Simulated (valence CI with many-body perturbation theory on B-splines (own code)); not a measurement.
Sr XXIII: fill in the table

Level of theory: relativistic CI+MBPT: six valence electrons over a frozen Dirac-Fock core [Ne], a basis of 9 s, 9 p, 8 d, 6 f, 3 g, 1 h functions for each j, with the one-electron correlation potential Σ1 (screened to all orders), the two-electron term Σ2, the three-electron term Σ3, Breit, model QED; selected single and double excitations, second order for the rest, scaled by the run's own slope (own B-spline code, finite nucleus).

No measured levels were compared; by estimate levels of excited configurations hold to 0.05 to 0.15 % of their energy, terms of the ground configuration to about 0.5 %. Among the levels kept, up to 1500 cm⁻¹ of a level comes from second order outside the variational space, and about a tenth of that is noise between levels of different J, which matters for small intervals.

| Level | E (eV) |
| --- | --- |
| 3s²3p⁴ ³P_2 | 0.000 |
| 3s²3p⁴ ³P_0 | ? |
| 3s²3p⁴ ³P_1 | 12.972 |
| 3s²3p⁴ ¹D_2 | ? |
| 3s²3p⁴ ¹S_0 | 34.680 |
| 3s3p⁵ ³P°_2 | 76.447 |
| 3s3p⁵ ³P°_1 | 82.301 |
| 3s3p⁵ ³P°_0 | 89.591 |
| 3s²3p³3d ⁵D°_2 [a] | ? |
| 3s²3p³3d ⁵D°_3 [a] | ? |
| 3s²3p³3d ⁵D°_0 | ? |
| 3s²3p³3d ⁵D°_1 | 96.193 |
| 3s²3p³3d ⁵D°_4 | 97.201 |
| 3s3p⁵ ¹P°_1 | 98.766 |
| 3s²3p³3d ⁵D°_2 [b] | 99.873 |
| 3s²3p³3d ⁵D°_3 [b] | ? |
| 3s²3p³3d ³D°_1 [a] | 106.117 |
| 3s²3p³3d ³F°_2 [a] | 106.472 |
| 3s²3p³3d ¹S°_0 | 107.075 |
| 3s²3p³3d ³F°_3 [a] | 108.221 |

Names give the largest LS component (configuration and term), which can be under half, so a name can repeat, a term be missing and a line seem to break the LS rules; names also repeat where a configuration has a term twice. Letters in brackets count levels of one name in rising energy.

The levels stand in rising order. What does the calculation give for the missing energies?

3s²3p⁴ ³P_0 6.709; 3s²3p⁴ ¹D_2 17.741; 3s²3p³3d ⁵D°_2 [a] 94.397; 3s²3p³3d ⁵D°_3 [a] 94.895; 3s²3p³3d ⁵D°_0 95.776; 3s²3p³3d ⁵D°_3 [b] 105.341.
